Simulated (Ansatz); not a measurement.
Gas-phase electronic energies from Ansatz, PBE0-D4/def2-TZVP geometries. CCSD(T)/CBS adds triple-zeta CCSD(T) − MP2 to the extrapolated MP2 energy (def2 sets, frozen cores). Functionals use def2-TZVPP. For Br, Ga outer-core shells are correlated without core-valence functions, which leaves a few kJ/mol of doubt a bond. Scalar relativity is left out up to krypton. One conformer a species, not always the lowest.

`[NH2][Al]([NH2])[NH2]` + `[Cl][Ga]([Cl])[Br]` → `[NH2][Al]([NH2])[Br]` + `[NH2][Ga]([Cl])[Cl]`  (redistribution)

```csv
level,ΔE (kJ/mol)
BLYP-D4,-6.5
PBE,-11.4
```

(1) What does CCSD(T)/CBS give? (Estimate.)

(2) What do rigid-rotor, harmonic-oscillator terms from PBE0-D4/def2-TZVP frequencies (298.15 K, 1 bar) make of the CCSD(T)/CBS value? (Best estimate.)

Largest T1 diagnostic among the species: 0.011.

## Answers

(1) Ansatz gave: -16.8 kJ/mol. The listed levels differ from it by 10.3, 5.4 kJ/mol.

(2) The calculation gave: ΔZPE = +1.1 kJ/mol, ΔH = -15.9 kJ/mol, ΔS = 17 J/(mol·K), ΔG = -20.8 kJ/mol. Modes under 50 cm⁻¹ make the entropy rough.

From BLYP to BHLYP (50 % exact exchange), in def2-TZVPP and without D4, ΔE moves by −3.7 kJ/mol. At CCSD(T), def2-SVP lies −3.4 kJ/mol from the extrapolated value and def2-TZVPP +1.5 kJ/mol.
